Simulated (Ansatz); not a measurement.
F$_{2}$, triplet, at the geometry of the source list (a higher spin typed on purpose: for a closed-shell molecule this is an excited state). Base run: PBE/6-311G** (Ansatz, a quantum-chemistry and plane-wave program).

Geometry (Å):
```xyz
2

F      0.7010     0.0000     0.0000
F     -0.7010     0.0000     0.0000
```
Charge 0, spin multiplicity 3.
Orbitals are unrestricted.
All else is at Ansatz's defaults.
Base energy -199.27386 Eh.

The base run was repeated with changes; each row names its change, and settings that it needs were set with it.

| change | ΔE vs base (µEh) |
|---|---|
| base | 0.0 |
| forces = on | 0.0 |
| lower_state_search = off | 0.0 |
| final_grid = 10, 20, 41 | 0.1 |
| point_charge = charge:0.5 position_ang:3.5549, -0.8448, 0.5886 | -1178 |
| final_grid = 4, 8, 17 | -178 |
| accuracy = high | 0.9 |
| point_charge = charge:1.0 position_ang:-3.2489, -1.7723, 0.0294 | -3374 |
| point_charge = charge:-1.0 position_ang:1.1023, 0.1557, -3.5296 | -2114 |
| fitting.mean_field = def2-universal-JKFIT | -47.3 |
| final_grid = 6, 12, 29 | -0.8 |
